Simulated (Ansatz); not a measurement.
Mulliken charges of `SC[SiH2]I` from ωB97M-V/def2-TZVPP in Ansatz (PBE0-D4/def2-TZVP geometry).

| atom | x (Å) | y (Å) | z (Å) | charge (e) |
| --- | --- | --- | --- | --- |
| S1 | 0.396 | 1.979 | -0.429 | -0.142 |
| C2 | 0.931 | 0.284 | -0.090 | -0.317 |
| Si3 | -0.454 | -0.801 | 0.547 | 0.217 |
| I4 | -2.187 | -0.992 | -1.169 | -0.155 |
| H5 | -0.654 | 1.661 | -1.207 | 0.117 |
| H6 | 1.675 | 0.364 | 0.709 | 0.139 |
| H7 | 1.427 | -0.158 | -0.957 | 0.150 |
| H8 | -1.072 | -0.205 | 1.753 | 0.003 |
| H9 | 0.028 | -2.177 | 0.826 | -0.011 |

**Question.** By hand: the dipole of these point charges (1 e Å = 4.8032 D).

**Answer.** Σ q r = (0.256, -0.147, 0.199) e Å, of length 0.356 e Å = 1.71 D.

**Question.** How does the dipole of the full density compare? (An estimate is asked.)

**Answer.** Ansatz gave: (0.243, -0.171, 0.122) e Å, 1.54 D; the point charges give 1.11 times that, at 13° from its direction.

Point charges leave out the atoms' own dipoles, such as those of lone pairs, and Mulliken's split depends on the basis, so the close match here is no proof of good charges.
